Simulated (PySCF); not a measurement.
**Dipole moment and polarisability of `C[SiH](C)CC(=O)C=O`**

Species: C5H10O2Si.
Structure used (GFN2-xTB), in Å, numbered top down from 1:
```
atom  x, y, z in Å
C1    -1.6054   -1.4756   -0.3191
Si2   -0.7205    0.1814   -0.0383
C3    -1.6712    1.6478   -0.7872
C4     0.9490    0.1041   -1.0339
C5     1.8726   -0.7259   -0.2578
O6     2.0086   -1.9285   -0.3551
C7     2.6458    0.0343    0.8078
O8     2.2917    1.0807    1.2776
H9    -0.9597   -2.3094   -0.0576
H10   -1.8983   -1.6043   -1.3580
H11   -2.5043   -1.5516    0.2851
H12   -0.4513    0.4003    1.3872
H13   -1.8233    1.5303   -1.8566
H14   -1.1421    2.5827   -0.6297
H15   -2.6483    1.7430   -0.3259
H16    1.3288    1.1151   -1.1426
H17    0.7494   -0.3397   -2.0059
H18    3.5696   -0.4785    1.1338
```

Level: CAM-B3LYP/def2-SVPD (PySCF), static field, nuclei fixed, core orbitals frozen in the response. The polarisability tensor in these axes (au):

```
x   97.78 -7.57  6.58
y   -7.57 96.70  1.93
z    6.58  1.93 78.21
```

Q: Give the principal values, the mean and the anisotropy Δα = √{½[(α1 − α2)² + (α2 − α3)² + (α1 − α3)²]}.

A: Principal values 75.37, 92.00 and 105.32 au; mean 90.90 au = 13.47 Å³ = 14.99 × 10⁻⁴⁰ C²·m²/J; Δα = 25.99 au (29 % of the mean).

Q: What is the dipole moment, and where does it point?

A: (-1.25, 1.04, -1.23) D, 2.04 D in size, pointing from the negative to the positive side. Measured along this direction, the outermost atoms are H18 at the negative end and H13 at the positive end.

Q: In a dilute gas of rigid molecules at 273 K, how does the orientational term μ²/3kT compare with the electronic polarisability?

A: In Gaussian units μ²/3kT = 36.82 Å³ against 13.47 Å³, a ratio of 2.73; the Debye molar polarisation (4π/3)N_A(α + μ²/3kT) is 126.9 cm³/mol, leaving out the vibrational part.

Q: Give the principal axes and the span of the nuclei along them.

A: Largest value along (0.76, -0.64, 0.14), where the nuclei span 6.34 Å; middle along (0.56, 0.74, 0.37), 5.30 Å; least along (-0.34, -0.20, 0.92), 3.45 Å. The response follows the extents in order.

Q: Refractivity n − 1 of an ideal gas of it at 400 K and 1 atm, from the electronic α?

A: N = p/kT = 1.8347 × 10¹⁹ cm⁻³, so n − 1 = 2π × N × 13.47 × 10⁻²⁴ cm³ = 1553 × 10⁻⁶ at long wavelengths, for an ideal gas.

Q: Find the Langevin capture rate constant for H3+ (3.023 u) meeting this molecule (130.045 u), k = 2.342 × 10⁻⁹ cm³/s × √(α in Å³ / reduced mass in u).

A: The reduced mass is 2.95 u, so k = 5.00 × 10⁻⁹ cm³/s. The formula leaves out the permanent dipole, which adds to the capture rate.

Q: In TDDFT the mean static polarisability is Σ f/ω² over all singlet excitations (ω in hartree). How much of it do the 8 lowest give? Their energies (eV) and oscillator strengths: 2.90, 0.0011; 4.57, 0.0013; 5.91, 0.1119; 6.45, 0.0008; 6.56, 0.0033; 6.70, 0.0106; 7.24, 0.0329; 7.74, 0.0059.

A: They add up to 3.30 au, 3.6 % of the 90.90 au; the largest single term is 2.37 au, from the state at 5.91 eV. Terms in order: 0.10, 0.04, 2.37, 0.01, 0.06, 0.17, 0.47, 0.07 au. Higher excitations give the rest. The strengths listed sum to 0.168.

One conformer (not necessarily the lowest) at the GFN2-xTB geometry, without solvent, vibrations or thermal averaging.

The run behind these numbers computed excited states as well. On one thread of an Arm Neoverse V1, shared host, this took 77 s of wall time and 1.2 GiB of memory at its peak.
